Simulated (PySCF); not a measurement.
**Computed properties of HSZn, SMILES [SH][Zn+], charge +1**

HSZn, SMILES [SH][Zn+], charge +1. Coordinates come from a B3LYP-D3(BJ)/def2-TZVP optimisation. The multiplicity is an assumed one; other spin states were not compared. The isomer is the one that the SMILES or the coordinates give; other isomers of the formula were not compared. The values are those of a single conformer. All values are computed for the isolated molecule unless a solvent is named; none is compared with measurement here.

**Structure.** The optimised structure has Cs symmetry. All 3 harmonic modes at B3LYP-D3(BJ)/def2-TZVP (PySCF) are real, so it is a minimum.

**Vibrations.** The strongest infrared lines (harmonic, unscaled, degenerate partners summed) lie at 2621 cm⁻¹ (33 km/mol, H 97 %), 708 cm⁻¹ (9 km/mol, H 94 %). The softest mode is at 380 cm⁻¹ and the zero-point energy is 5.3 kcal/mol.

**Electronic structure.** r2SCAN/def2-TZVPD (PySCF) places the frontier levels at -12.33 and -10.90 eV, a gap of 1.43 eV and a mean polarisability of 41.2 bohr³. PBE/def2-TZVPD (PySCF) at the same geometry gives -12.20 and -11.15 eV, so its gap is 0.38 eV narrower. An orbital gap is neither the optical nor the fundamental gap.

**Excitations.** TDA-ωB97X/def2-TZVPD (PySCF) has S1 at 1.99 eV (624 nm, f = 0.004, weak); the most intense of the 10 singlets computed lies at 7.07 eV (f = 0.47). T1 (TDA) is at 1.57 eV, 0.42 eV under S1. TDA-PBE/def2-TZVPD (PySCF) puts S1 at 1.26 eV.

**NMR.** GIAO shifts at B3LYP/pcSseg-2 (PySCF) (non-relativistic, atoms alike by connectivity averaged): ¹H at 7.7 ppm against TMS.
